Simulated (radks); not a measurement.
Values are calculated unless marked as measured or tabulated.
Sm2.75+, 59.25 electrons, occupied as [Xe] 4f4.25 5d1 (fractional occupations, a model configuration). Level of theory: scalar-relativistic Kohn-Sham, r2SCAN, spin-unpolarised, spherical densities, finite nucleus; meta-GGA in the generalised Kohn-Sham scheme; Fermi nuclear charge, rms radius 5.0819 fm (a radial shooting solver on a logarithmic mesh with Libxc functionals). Some entries of the table are withheld. Estimate them.

orbital  occ.  eigenvalue (Ry)  r(max) (bohr)
1s          2        -3438.199        0.01449
2s          2        -565.5231        0.08211
2p          6        -504.4917            (1)
3s          2        -126.5891         0.2334
3p          6        -107.4084            (2)
3d         10        -81.44113         0.1880
4s          2        -27.48803         0.5389
4p          6        -21.12670         0.5619
4d         10        -12.16136         0.5853
5s          2         -5.31732          1.239
5p          6         -3.70022          1.387
4f       4.25         -2.51529         0.5977
5d          1         -1.68529          1.800

Answer. 
(1) 2p r(max) (bohr): 0.06636
(2) 3p r(max) (bohr): 0.2288
